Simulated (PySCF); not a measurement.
aziridine (C$_{2}$H$_{5}$N), singlet, at a GFN2-xTB geometry; DF-M062X/6-311++G** (PySCF).

The PySCF input:
```python
from pyscf import gto, scf, dft
import numpy

mol = gto.M(
    atom='''
C    -0.04252334   -0.38733500    0.73947652
N    -0.01011255    0.85146718   -0.00126732
C    -0.05037456   -0.38962699   -0.73777732
H     0.89670534    1.30833644   -0.00679566
H    -0.96703575   -0.57186181    1.26898429
H    -0.98045991   -0.57578070   -1.25685328
H     0.84619301   -0.72763722    1.25923727
H     0.83277259   -0.73155502   -1.26589656
''',
    basis='6-311++g**',
    verbose=4,
)
print('smallest overlap eigenvalue', numpy.linalg.eigvalsh(mol.intor('int1e_ovlp'))[0])

mf = dft.RKS(mol)
mf.xc = 'm062x'
mf = mf.density_fit(auxbasis='def2-universal-jkfit')
mf = scf.addons.remove_linear_dep_(mf, threshold=1e-5, lindep=1e-5)
mf.kernel()
mf.analyze()
```

Output, abridged:

```
PySCF version 2.14.0

[INPUT] verbose = 4
[INPUT] num. atoms = 8
[INPUT] num. electrons = 24
[INPUT] charge = 0
[INPUT] spin (= nelec alpha-beta = 2S) = 0
[INPUT] symmetry False subgroup None
[INPUT] Mole.unit = angstrom
[INPUT] Symbol           X                Y                Z      unit          X                Y                Z       unit  Magmom
[INPUT]  1 C     -0.042523340000  -0.387335000000   0.739476520000 AA   -0.080357466502  -0.731957068458   1.397408098346 Bohr   0.0
[INPUT]  2 N     -0.010112550000   0.851467180000  -0.001267320000 AA   -0.019109949921   1.609039774256  -0.002394887712 Bohr   0.0
[INPUT]  3 C     -0.050374560000  -0.389626990000  -0.737777320000 AA   -0.095194122045  -0.736288301839  -1.394197075716 Bohr   0.0
[INPUT]  4 H      0.896705340000   1.308336440000  -0.006795660000 AA    1.694527507035   2.472397550388  -0.012841936236 Bohr   0.0
[INPUT]  5 H     -0.967035750000  -0.571861810000   1.268984290000 AA   -1.827432720163  -1.080662201998   2.398032764476 Bohr   0.0
[INPUT]  6 H     -0.980459910000  -0.575780700000  -1.256853280000 AA   -1.852800706016  -1.088067830810  -2.375108477961 Bohr   0.0
[INPUT]  7 H      0.846193010000  -0.727637220000   1.259237270000 AA    1.599073037421  -1.375035063840   2.379613566145 Bohr   0.0
[INPUT]  8 H      0.832772590000  -0.731555020000  -1.265896560000 AA    1.573712119145  -1.382438632851  -2.392197800429 Bohr   0.0

nuclear repulsion = 76.843265546002
number of shells = 55
number of NR pGTOs = 150
number of NR cGTOs = 101
basis = 6-311++g**
ecp = {}
input.py:23: DeprecationWarning: remove_linear_dep_ is deprecated and will be removed in a future release. Linear dependency handling is now built into the SCF procedure by default. Linear dependency removal can be controlled using the following settings:
  pyscf.scf.hf.remove_overlap_zero_eigenvalue = True
  pyscf.scf.hf.overlap_zero_eigenvalue_threshold = 1e-6

  mf = scf.addons.remove_linear_dep_(mf, threshold=1e-5, lindep=1e-5)
smallest overlap eigenvalue 7.211483584662882e-05
Applying remove_linear_dep_ on SCF object.
Using canonical orthogonalization with threshold 1e-05

******** <class 'pyscf.df.df_jk.DFRKS'> ********
method = DFRKS
initial guess = minao
damping factor = 0
level_shift factor = 0
DIIS = <class 'pyscf.scf.diis.CDIIS'>
diis_start_cycle = 1
diis_space = 8
diis_damp = 0
SCF conv_tol = 1e-09
SCF conv_tol_grad = None
SCF max_cycles = 50
direct_scf = False
XC library pyscf.dft.libxc version 7.1.2
    S. Lehtola, C. Steigemann, M. J. T. Oliveira, and M. A. L. Marques,  SoftwareX 7, 1–5 (2018)
XC functionals = m062x
    Y. Zhao and D. G. Truhlar,  Theor. Chem. Acc. 120, 215 (2008)
    Y. Zhao and D. G. Truhlar,  Theor. Chem. Acc. 120, 215 (2008)
radial grids:
    Treutler-Ahlrichs [JCP 102, 346 (1995); DOI:10.1063/1.469408] (M4) radial grids

becke partition: Becke, JCP 88, 2547 (1988); DOI:10.1063/1.454033
pruning grids: <function nwchem_prune>
grids dens level: 3
symmetrized grids: False
atomic radii adjust function: <function treutler_atomic_radii_adjust>
small_rho_cutoff = 0
Set gradient conv threshold to 3.16228e-05
Initial guess from minao.
tot grids = 91184
******** <class 'pyscf.df.df.DF'> ********
auxbasis = def2-universal-jkfit
init E= -134.393480568888
  HOMO = -0.290608343672027  LUMO = -0.00694228679678748  gap/eV = 7.71895
cycle= 1 E= -133.881476301998  delta_E= 0.512  |g|= 0.247  |ddm|= 2.21
  HOMO = -0.273997477613101  LUMO = -0.00260706506160657  gap/eV = 7.38491
cycle= 2 E= -133.890063126444  delta_E= -0.00859  |g|= 0.184  |ddm|= 0.547
  HOMO = -0.318158424414968  LUMO = -0.00145533676457457  gap/eV = 8.61793
cycle= 3 E= -133.89647562063  delta_E= -0.00641  |g|= 0.0595  |ddm|= 0.21
  HOMO = -0.311909907076895  LUMO = -0.000728374514125594  gap/eV = 8.46768
cycle= 4 E= -133.897156717623  delta_E= -0.000681  |g|= 0.00896  |ddm|= 0.0427
  HOMO = -0.311698951079741  LUMO = -0.000843540155861889  gap/eV = 8.45881
cycle= 5 E= -133.897173700165  delta_E= -1.7e-05  |g|= 0.00333  |ddm|= 0.0143
  HOMO = -0.311904035760627  LUMO = -0.000858077072754882  gap/eV = 8.46399
cycle= 6 E= -133.897176306884  delta_E= -2.61e-06  |g|= 0.00072  |ddm|= 0.00362
  HOMO = -0.311802973702534  LUMO = -0.000838426765307988  gap/eV = 8.46178
cycle= 7 E= -133.897176447102  delta_E= -1.4e-07  |g|= 0.000106  |ddm|= 0.000759
  HOMO = -0.311819022302984  LUMO = -0.000843637859883094  gap/eV = 8.46207
cycle= 8 E= -133.897176453905  delta_E= -6.8e-09  |g|= 2.56e-05  |ddm|= 0.000297
  HOMO = -0.311821307036354  LUMO = -0.000842996101735783  gap/eV = 8.46215
cycle= 9 E= -133.897176454348  delta_E= -4.43e-10  |g|= 4.62e-06  |ddm|= 7.48e-05
  HOMO = -0.311821295044282  LUMO = -0.000843065763929159  gap/eV = 8.46215
Extra cycle  E= -133.897176454358  delta_E= -1.06e-11  |g|= 2.61e-06  |ddm|= 1.23e-05
converged SCF energy = -133.897176454358
**** SCF Summaries ****
Total Energy =                        -133.897176454358089
Nuclear Repulsion Energy =              76.843265546002002
One-electron Energy =                 -331.474576631622767
Two-electron Energy =                  120.734134631262663
Two-electron Coulomb Energy =          140.331188795141173
DFT Exchange-Correlation Energy =      -19.597054163878518
HOMO-LUMO gap [eV] =                     8.462148640763759
**** MO energy ****
MO #1   energy= -14.7420182553446  occ= 2
MO #2   energy= -10.563706900477   occ= 2
MO #3   energy= -10.5632311197633  occ= 2
MO #4   energy= -1.07318110319604  occ= 2
MO #5   energy= -0.749026104701954 occ= 2
MO #6   energy= -0.704942634467656 occ= 2
MO #7   energy= -0.600805011322286 occ= 2
MO #8   energy= -0.547004052208507 occ= 2
MO #9   energy= -0.439011584564311 occ= 2
MO #10  energy= -0.415425508501229 occ= 2
MO #11  energy= -0.397326601544187 occ= 2
MO #12  energy= -0.311821295044282 occ= 2
MO #13  energy= -0.000843065763929159 occ= 0
MO #14  energy= 0.016840912817279  occ= 0
MO #15  energy= 0.0196480412922947 occ= 0
MO #16  energy= 0.028897589726219  occ= 0
MO #17  energy= 0.0550418909152328 occ= 0
MO #18  energy= 0.0720308117930575 occ= 0
MO #19  energy= 0.0778400335787792 occ= 0
MO #20  energy= 0.0835303698903455 occ= 0
 ** Mulliken pop on meta-lowdin orthogonal AOs  **
 ** Mulliken pop  **
 ** Mulliken atomic charges  **
charge of    0C =     -0.14577
charge of    1N =     -0.39143
charge of    2C =     -0.14576
charge of    3H =      0.22013
charge of    4H =      0.12284
charge of    5H =      0.12284
charge of    6H =      0.10857
charge of    7H =      0.10857
Dipole moment(X, Y, Z, Debye):  1.38744, -1.11731, -0.00566
```
